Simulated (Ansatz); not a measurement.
```yaml
crystal:
  periodic: [false, false, false]
  atoms:
    - {symbol: C, position_ang: [-0.473501, 1.175824, -0.682168]}
    - {symbol: Se, position_ang: [-0.596310, 0.486906, 1.152948]}
    - {symbol: Al, position_ang: [0.590116, -1.465565, 0.893728]}
    - {symbol: H, position_ang: [0.013851, 2.147657, -0.647676]}
    - {symbol: H, position_ang: [-1.482705, 1.278934, -1.074606]}
    - {symbol: H, position_ang: [0.100202, 0.495145, -1.307894]}
    - {symbol: H, position_ang: [1.174370, -1.776077, -0.546664]}
    - {symbol: H, position_ang: [0.766076, -2.399824, 2.156732]}
basis:
  gaussian: {orbitals: x2c-TZVPPall, final_grid: {core_spheres: 1, valence_spheres: 1, degree: 5}}
hamiltonian: {xc: {name: PBE}}
output: {forces: true}
```

```sh
$ ansatz run in.yaml --threads 2 --pin off --events-out ev --progress --plain --max-ram 20480MiB --backend cpu
```

Shortened log:

```
Functional definition: PBE
1121 factors; their error is unknown
mean field evaluation 1: about -73827.1509 eV, gradient 5.9e1 eV
mean field evaluation 2: about -73811.9704 eV, gradient 8.7e1 eV
mean field evaluation 4: about -73835.2856 eV, gradient 5.0e0 eV
mean field evaluation 16: about -73841.8908 eV, gradient 1.9e-1 eV
mean field -73841.89092476 eV, -2713.6394396538 hartree, gradient 7.1e-5 eV, S^2 0.000000; 0 other end points of the search recorded, 0 dependent functions left out
reference -73841.89109805 eV, -2713.6394460220 hartree; 29, 29 occupied and 162, 162 virtual orbitals, 1121 factors
Total energy: -73841.89109805 eV, -2713.6394460220 hartree
Relativity: scalar
Atom 0 at    -0.473501     1.175824    -0.682168 Å, force     1.725505     3.696935   -13.855457 eV/Å
Atom 1 at    -0.596310     0.486906     1.152948 Å, force    -3.473150     2.389806     7.609737 eV/Å
Atom 2 at     0.590116    -1.465565     0.893728 Å, force     2.668430    -3.566475    -2.228465 eV/Å
Atom 3 at     0.013851     2.147657    -0.647676 Å, force    -2.862648    -7.234827     0.397274 eV/Å
Atom 4 at    -1.482705     1.278934    -1.074606 Å, force     6.920465    -1.513013     3.153476 eV/Å
Atom 5 at     0.100202     0.495145    -1.307894 Å, force    -3.923211     4.550655     4.608058 eV/Å
Atom 6 at     1.174370    -1.776077    -0.546664 Å, force    -0.864910     1.413198     0.178592 eV/Å
Atom 7 at     0.766076    -2.399824     2.156732 Å, force    -0.190481     0.263722     0.136785 eV/Å
Dipole moment:    -0.119684     0.315024    -0.213400 e Å
```

Problem. Something in this input is off. What?

Solution. The integration grid is far too coarse. The calculation finished and met its thresholds. The result belongs to that input, not to the molecule as meant.
